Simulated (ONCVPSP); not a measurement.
What one change does to a pseudopotential (boron, ONCV)

B (Z = 5), optimised norm-conserving Vanderbilt (ONCV), made with ONCVPSP 4.0.1 (PBE, scalar-relativistic). Core [He], reference 2s2 2p0.5 (charge +0.5). Waves: 2s: rc 1.60 bohr, ncon 5, nbas 8, qcut 4.4 1/bohr, 2 projectors, debl 1.5 Ha; 2p: rc 3.80 bohr, ncon 5, nbas 10, qcut 4.3 1/bohr, 2 projectors, debl 3.8 Ha; d scattering state at 0.27 Ha: rc 4.00 bohr, ncon 4, nbas 7, qcut 2.4 1/bohr, 1 projector. Local part: polynomial inside 1.25 bohr (lpopt 5, dvloc0 0 Ha). Core correction: Teter function, fcfact 4.75, rcfact 1.65.

Change: s: rc 1.88.

Cutoffs: the cutoffs (Ha) at which the residual kinetic energy of the hardest occupied pseudo-wave falls to 1 and 0.1 mHa per electron; they do not see the model core or the augmentation charge, which bear on the density cutoff. Errors are all-electron minus pseudo energies relative to the spin-unpolarised reference configuration.

Problem. Predict the effect on cutoff, ghosts and configuration errors.

Solution. The potential gets softer (12 Ha and 51 Ha → 9.0 Ha and 34 Ha); of the 4 tests that both files solve, the error grows in 1 and shrinks in 0 by more than 15 % and 0.3 meV (median size 96.7 → 100.0 meV); neither file shows a bound ghost. A larger radius leaves more room for a smooth pseudo-wave, so fewer plane waves are needed.

```tsv
quantity	base	changed
cutoff, loose	12 Ha	9.0 Ha
cutoff, tight	51 Ha	34 Ha
loose cutoff by channel	s 12 Ha, p 5.4 Ha	s 9.0 Ha, p 5.4 Ha
bound ghosts	none	none
GHOST(+) flags under 300 eV	d at 15.6 eV, p at 97.5 eV	d at 15.6 eV, p at 97.5 eV
error for 2s2 2p1, meV [ΔE -2.89 eV]	+1.9	+2.3
error for 2s2 2p0, meV [ΔE 5.33 eV]	+59	+60
error for 2s1 2p0, meV [ΔE 30.75 eV]	+249	+241
error for 2s1 2p1, meV [ΔE 11.47 eV]	-134	-140
p: phases at 3.85 bohr within 0.05 rad from the reference energy up to (Ha; the scan ends near 5)	-0.2	-0.2
d: phases at 4.07 bohr within 0.05 rad from the reference energy up to (Ha; the scan ends near 5)	0.6	0.6
rms error of d²Exc/dni dnj with the model core, mHa	2.12	2.27
```
